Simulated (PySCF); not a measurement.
## UHF on Cu⁺ (copper, charge +1)

Configuration: [Ar] 3d10, closed-shell 1S. Calculation: PySCF 2.14, in cc-pVTZ-DK; scalar relativity by spin-free X2C-1e.

```
Total energy                        : -1652.907163 hartree
One-electron energy                 : -2298.5386 hartree
Hartree (Coulomb) energy            : 712.0977 hartree
Exchange energy                     : -66.4662 hartree
⟨S²⟩                                : 0.0000
⟨L²⟩                                : 0.000
Sum of ⟨r⟩                          : 17.58 bohr
Sum of ⟨r²⟩                         : 18.61 bohr²
Langevin diamagnetic susceptibility : -14.7 ×10⁻⁶ cm³/mol
Time after the integrals            : 0.27 s of wall time on 1 thread of Intel(R) Xeon(R) Platinum 8375C CPU @ 2.90GHz (shared host)
```

```csv
shell,electrons,mean orbital energy (eV),"rms radius, mean of both spins (bohr)"
1s,2,-9055.7,0.0601
2s,2,-1142.0,0.254
2p,6,-982.75,0.228
3s,2,-148.87,0.767
3p,6,-100.21,0.819
3d,10,-21.843,1.14
```

Densities and radii are taken from the X2C orbitals without a picture-change correction, which distorts them close to the nucleus.
